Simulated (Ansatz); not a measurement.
Molecule: C$_{3}$H$_{12}$Si$_{2}$, net charge 0, singlet state. SMILES: CCC([SiH3])[SiH3]
Geometry from a B3LYP-D3(BJ)/def2-TZVP (Ansatz, an electronic-structure program) optimisation:
```xyz
17

C      2.5007     0.3677     0.1939
C      1.3261    -0.1795    -0.6145
C     -0.0530     0.3698    -0.1812
Si    -1.4106    -0.2131    -1.3494
Si    -0.4916    -0.0374     1.6072
H      3.4494    -0.0060    -0.1955
H      2.4389     0.0792     1.2449
H      2.5270     1.4591     0.1532
H      1.3166    -1.2716    -0.5431
H      1.4887     0.0504    -1.6720
H     -0.0415     1.4650    -0.2584
H     -1.6404    -1.6698    -1.1829
H     -1.0098     0.0347    -2.7573
H     -2.6817     0.4995    -1.0802
H     -1.9301     0.2262     1.8544
H      0.2915     0.7660     2.5766
H     -0.2213    -1.4737     1.8625
```

Atomisation energy built up term by term with Ansatz (kcal/mol; UHF references for open shells; valence terms freeze the core; atomic spin-orbit terms are left out). CBS marks a two-point X^-3 extrapolation of the correlation energy; Hartree-Fock from the larger set.

```csv
term,basis,kcal/mol
Hartree-Fock,cc-pV(Q+d)Z,1093.91
CCSD correlation,"CBS(cc-pV(T+d)Z,cc-pV(Q+d)Z)",316.25
(T),"CBS(cc-pV(T+d)Z,cc-pV(Q+d)Z)",15.26
core correlation,cc-pwCVTZ,3.27
scalar relativity (X2C),cc-pVTZ-DK against cc-pVTZ,-1.89
sum: De,,1426.8
```

(T) makes 1.1 % of the CCSD(T) atomisation energy; under 5 % is typical of single-reference molecules.
